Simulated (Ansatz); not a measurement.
Basis-set series for AsBH$_{5}$NO. Total charge 0; spin multiplicity 1. The bonds changed during the relaxation, so this is another structure than the one it started from. All single points use the PBE0-D4/def2-TZVP geometry. It is one conformer, not always the lowest.

```xyz
9

B    -0.4736   -1.1108   -0.2526
As   -0.8167    0.9089   -0.1179
N     0.7992    1.5577   -0.4957
O    -0.2761   -0.6183    1.1875
H     0.5676   -1.4111   -0.7682
H    -1.4449   -1.7980   -0.4085
H     1.1555    2.3641   -0.0101
H     1.5089    0.9586   -0.8868
H    -1.0199   -0.8511    1.7524
```

```tsv
functional	basis	functions	energy (Eh)	HOMO (eV)	LUMO (eV)
PBE0-D4	def2-TZVPP	211	-2393.33900	-6.51	-1.31
PBE0-D4	def2-QZVPP	410	-2393.39666	-6.55	-1.40
ωB97M-V	def2-TZVPP	211	-2393.59982	-8.63	0.70
ωB97M-V	def2-QZVPP	410	-2393.65566	-8.66	0.50
```

Give the rows for def2-SVP. (An estimate is asked.)

Computed: 
| functional | basis | functions | energy (Eh) | HOMO (eV) | LUMO (eV) |
| --- | --- | --- | --- | --- | --- |
| PBE0-D4 | def2-SVP | 99 | -2392.87090 | -6.44 | -1.10 |
| ωB97M-V | def2-SVP | 99 | -2393.12553 | -8.53 | 1.01 |

Positive LUMOs are unbound and depend on the basis. Scalar relativity is left out up to krypton.
